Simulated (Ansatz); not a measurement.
An input meant for NiNO5H13⁺, that is [Ni(NH3)(H2O)5]2+ with one electron more (charge 1, doublet).

```yaml
crystal:
  periodic: [false, false, false]
  atoms:
    - {symbol: Ni, position_ang: [0.000402, -0.002424, -0.005154]}
    - {symbol: N, position_ang: [-0.098904, 0.043365, 1.230144]}
    - {symbol: H, position_ang: [0.092576, -0.555509, 1.772290]}
    - {symbol: H, position_ang: [-0.674907, 0.157188, 1.661399]}
    - {symbol: H, position_ang: [0.238425, 0.560778, 1.491635]}
    - {symbol: O, position_ang: [0.111561, -0.032274, -1.246291]}
    - {symbol: H, position_ang: [-0.318812, -0.085725, -1.908763]}
    - {symbol: H, position_ang: [0.714492, -0.011092, -1.542213]}
    - {symbol: O, position_ang: [1.444712, 0.075350, -0.007465]}
    - {symbol: H, position_ang: [1.865853, -0.427620, 0.108469]}
    - {symbol: H, position_ang: [1.547556, 0.657606, 0.072776]}
    - {symbol: O, position_ang: [-1.223048, -0.101145, -0.197514]}
    - {symbol: H, position_ang: [-1.801554, -0.571376, -0.197175]}
    - {symbol: H, position_ang: [-1.863141, 0.359080, -0.250116]}
    - {symbol: O, position_ang: [-0.073949, 1.435805, -0.147635]}
    - {symbol: H, position_ang: [-0.163707, 1.942468, 0.292145]}
    - {symbol: H, position_ang: [-0.035059, 1.476036, -0.653167]}
    - {symbol: O, position_ang: [0.097413, -1.238863, -0.064623]}
    - {symbol: H, position_ang: [0.164786, -1.750727, -0.571168]}
    - {symbol: H, position_ang: [0.046746, -1.941835, 0.337435]}
basis:
  gaussian: {orbitals: def2-mTZVPP}
total_charge: 1
magnetization: {spin_polarized: true, initial_magnetization: 1}
hamiltonian: {xc: {name: B3LYP5}}
scf: {omitted_lower_state_checks: [starts]}
output: {forces: true}
```

```sh
$ ansatz run in.yaml --threads 2 --pin off --events-out ev --progress --plain --max-ram 22528MiB --backend cuda --devices 0, --max-vram 18GiB
```

It prints (some lines left out):

```
Functional definition: B3LYP5
  name "B3LYP5"
  cite "Stephens, Devlin, Chabalowski & Frisch, J. Phys. Chem. 98, 11623 (1994) doi:10.1021/j100096a001"
  cite "Becke, Phys. Rev. A 38, 3098 (1988) doi:10.1103/PhysRevA.38.3098"
  cite "Lee, Yang & Parr, Phys. Rev. B 37, 785 (1988) doi:10.1103/PhysRevB.37.785"
  cite "Vosko, Wilk & Nusair, Can. J. Phys. 58, 1200 (1980) doi:10.1139/p80-159"
  parameter a0 = 0.2
  parameter ax = 0.72
  parameter ac = 0.81
  exchange = (1 - a0 - ax)*slater_x + ax*b88_x + a0*exact_x
  correlation = (1 - ac)*vwn5_c + ac*lyp_c
these checks for a lower state are left out or cut short: starts
2085 factors; their error is unknown
mean field evaluation 1: about -52719.9004 eV, gradient 2.0e2 eV
mean field evaluation 2: about -51024.8517 eV, gradient 7.5e2 eV
mean field evaluation 4: about -52818.3236 eV, gradient 7.0e1 eV
mean field evaluation 8: about -52827.0849 eV, gradient 9.4e-1 eV
mean field evaluation 16: about -52827.1807 eV, gradient 9.7e-3 eV
mean field -52827.18072183 eV, -1941.3630839781 hartree, gradient 5.9e-5 eV, S^2 0.754352; 0 other end points of the search recorded, 0 dependent functions left out
the calculation of the forces begins
reference -52827.18098993 eV, -1941.3630938305 hartree; 44, 43 occupied and 198, 199 virtual orbitals, 2085 factors
Total energy: -52827.18098993 eV, -1941.3630938305 hartree
Atom 0 at     0.000402    -0.002424    -0.005154 Å, force    30.198357    37.862038    13.480067 eV/Å
Atom 1 at    -0.098904     0.043365     1.230144 Å, force    -7.149516   -28.173527    26.418075 eV/Å
Atom 2 at     0.092576    -0.555509     1.772290 Å, force     5.578716   -12.753098     9.576258 eV/Å
Atom 3 at    -0.674907     0.157188     1.661399 Å, force   -29.861096     5.795054    18.177629 eV/Å
Atom 4 at     0.238425     0.560778     1.491635 Å, force    27.285997    39.167542    20.476693 eV/Å
Atom 5 at     0.111561    -0.032274    -1.246291 Å, force   -21.103078     0.813323   -46.083258 eV/Å
Atom 6 at    -0.318812    -0.085725    -1.908763 Å, force   -11.513482    -1.387460   -14.060034 eV/Å
Atom 7 at     0.714492    -0.011092    -1.542213 Å, force    42.049263     1.331287   -20.528473 eV/Å
Atom 8 at     1.444712     0.075350    -0.007465 Å, force   -11.467178   -38.759838   -16.188154 eV/Å
Atom 9 at     1.865853    -0.427620     0.108469 Å, force    31.669489   -35.231881     8.507218 eV/Å
Atom 10 at     1.547556     0.657606     0.072776 Å, force    17.974912    78.409871    10.988554 eV/Å
Atom 11 at    -1.223048    -0.101145    -0.197514 Å, force   -46.756720     2.071702    -7.832861 eV/Å
Atom 12 at    -1.801554    -0.571376    -0.197175 Å, force   -18.584935   -21.607130     0.496718 eV/Å
Atom 13 at    -1.863141     0.359080    -0.250116 Å, force   -14.217131    15.593607    -1.425484 eV/Å
Atom 14 at    -0.073949     1.435805    -0.147635 Å, force    -6.788572   -12.510144   124.341367 eV/Å
Atom 15 at    -0.163707     1.942468     0.292145 Å, force    -5.917079    33.924351    27.276723 eV/Å
Atom 16 at    -0.035059     1.476036    -0.653167 Å, force    11.318015    16.449983  -154.112493 eV/Å
Atom 17 at     0.097413    -1.238863    -0.064623 Å, force     5.304587   -47.743490    14.168505 eV/Å
Atom 18 at     0.164786    -1.750727    -0.571168 Å, force     3.487374   -20.087637   -26.319698 eV/Å
Atom 19 at     0.046746    -1.941835     0.337435 Å, force    -1.507921   -13.164554    12.642646 eV/Å
Dipole moment:     0.151576     0.148100     0.032424 e Å
Checks for a lower state left out: starts
```

In this input the geometry is squeezed to about two thirds of its size. Self-consistency was reached. The result belongs to that input, not to the species as meant.
